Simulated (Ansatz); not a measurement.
Ansatz (a quantum-chemistry and plane-wave program) input file for Cl3OSi, SMILES [O][Si](Cl)(Cl)Cl (connectivity only; charge and spin as stated), charge -1, multiplicity 1, PBE/def2-SVPD. Coordinates come from a B3LYP-D3(BJ)/def2-SVPD optimisation. The spin state was assumed, not searched. The isomer is the one that the SMILES or the coordinates give; other isomers of the formula were not compared.

Ansatz 0.2 input:
```yaml
crystal:
  periodic: [false, false, false]
  atoms:
    - {symbol: O, position_ang: [-0.00000000, -0.00000001, 2.05083659]}
    - {symbol: Si, position_ang: [-0.00000000, -0.00000000, 0.49958633]}
    - {symbol: Cl, position_ang: [1.65775190, 0.95710351, -0.45884120]}
    - {symbol: Cl, position_ang: [-1.65775190, 0.95710351, -0.45884120]}
    - {symbol: Cl, position_ang: [-0.00000000, -1.91420701, -0.45884121]}
basis:
  gaussian:
    orbitals: def2-SVPD
hamiltonian:
  xc: {name: PBE}
total_charge: -1
```

Program output:

```
WARN ansatz: RAYON_NUM_THREADS=1 ignored (pool sized by the plan → 1); use --threads N
Functional definition: PBE
integrals: 0.08 GiB planned
1241 factors; their error is unknown
mean field: 0.43 GiB planned
mean field evaluation 1: about -47457.3988 eV, gradient 5.5e1 eV
mean field evaluation 2: about -47312.2261 eV, gradient 2.1e2 eV
mean field evaluation 4: about -47462.6599 eV, gradient 1.8e1 eV
mean field evaluation 8: about -47463.5930 eV, gradient 1.7e-1 eV
mean field evaluation 16: about -47463.5553 eV, gradient 6.8e-6 eV
mean field -47463.55528289 eV, -1744.2534846930 hartree, gradient 8.4e-6 eV, S^2 0.000000; 0 other end points of the search recorded, 0 dependent functions left out
reference -47463.55532459 eV, -1744.2534862254 hartree; 37, 37 occupied and 91, 91 virtual orbitals, 1241 factors
Total energy: -47463.55532459 eV, -1744.2534862254 hartree
```

Self-consistency was reached.

Cost: around 2.0 core-seconds (rough).
